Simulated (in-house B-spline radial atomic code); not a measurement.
Rb. Computed with a B-spline radial atomic code. Model: non-relativistic spherical atom: semilocal Troullier-Martins pseudo-atom, one channel per l, against all electrons, high spin, G0W0 and RPA with empty states to l = 8, local potential for every l without a channel, a model core (radius 0 = none) keeps its share of the functional.

The core holds an angular momentum without a channel of its own, so the local potential lets valence electrons into it.

Without relativity these are model numbers for so heavy an element.

What the tables leave out is listed at the end.

The pseudopotential gives back the lowest level of each angular momentum of its own functional in the configuration it was made in; a second state of the same l is only approximately right. Exact exchange, RPA and GW see the smooth pseudo-orbitals and miss the exchange with the core, for which the functional's share stands in. The column with an uncorrelated core keeps all orbitals and exact exchange, and so separates missing core correlation from pseudisation. Only the three outermost levels and the lowest empty one were computed. RPA here is direct RPA, with no exchange kernel, and its energies carry an (l + 1/2)⁻⁴ tail. A hybrid on a potential with a model core restores only its own semilocal share of the core's exchange.

Command:
```bash
python run_psgw.py task.json out
```
Settings (lengths in bohr, energies in hartree):
```
Z                      37
electrons              37
configuration          [Kr] 5s1
generated_in           [Kr] 5s1
functional             pbe,pbe
core_shells            6
radius_factor          1.3
core_correction        True
ion_configuration      [Ar] 3d10 4s2 4p6
```

Time taken, with all properties: 64 s on 1 thread of Arm Neoverse N1 (shared host).

Given: made with PBE; model core radius 0.953 bohr; local radius 1.706 bohr; mean-field start PBE0.

Valence shells of the generating configuration: 4s, 4p, 5s.

Channel: s 1.674, p 1.886 (radii in bohr).

Computed: largest level miss in the spin-unpolarised generating configuration 0.031 eV; valence RPA correlation energy pseudo -0.42616 hartree; all-electron RPA polarisability, core included 156.33 bohr³; pseudo-atom RPA polarisability 155.31 bohr³; ionisation by mean-field pseudo minus all 0.025 eV; ionisation by RPA all-electron 4.4213 eV; ionisation by RPA pseudo minus all 0.031 eV.

```json
{"level": "5s up", "occupied": "1", "mean-field all-electron (eV)": "-2.8266", "mean-field pseudo minus all (eV)": "-0.02", "G0W0 all-electron (eV)": "-4.3496", "G0W0 uncorrelated core minus all (eV)": "0.018", "G0W0 pseudo minus all (eV)": "-0.03", "exchange self-energy all-electron (eV)": "-5.4365", "exchange self-energy pseudo (eV)": "-5.1761"}
{"level": "5s down (empty)", "occupied": "0", "mean-field all-electron (eV)": "-1.0449", "mean-field pseudo minus all (eV)": "-0.022", "G0W0 all-electron (eV)": "-0.40181", "G0W0 uncorrelated core minus all (eV)": "0.019", "G0W0 pseudo minus all (eV)": "-0.03", "exchange self-energy all-electron (eV)": "-0.85353", "exchange self-energy pseudo (eV)": "-0.56276"}
```

Problem. What is the ionisation by mean-field all-electron?

Solution. 4.1387 eV.

Problem. What is the valence RPA correlation energy all-electron orbitals?

Solution. -0.385 hartree.

Among the listed levels the largest G0W0 shift of the pseudo-atom is -0.03 eV, for 5s up on the PBE0 start, while leaving the core uncorrelated moves that level by +0.02 eV. The rest, -0.05 eV, comes from pseudisation and the lost core exchange. Not in the tables (levels of low weight, unsolved or above zero; the highest and the empty levels are kept at any weight): on PBE, a start not tabulated, the G0W0 levels 5s up (pseudo minus all -0.05 eV, weights 0.60 and 0.60), 4p down (pseudo minus all -0.87 eV, weights 0.13 and 0.07), 4p up (pseudo minus all -0.01 eV, weights 0.12 and 0.12), 5s down (pseudo minus all -0.04 eV, weights 0.71 and 0.71); on PBE0 the G0W0 levels 4p down (pseudo minus all +0.00 eV, weights 0.03 and 0.04), 4p up (pseudo minus all +0.00 eV, weights 0.03 and 0.04); no Hartree-Fock pseudo-atom is run with a model core.
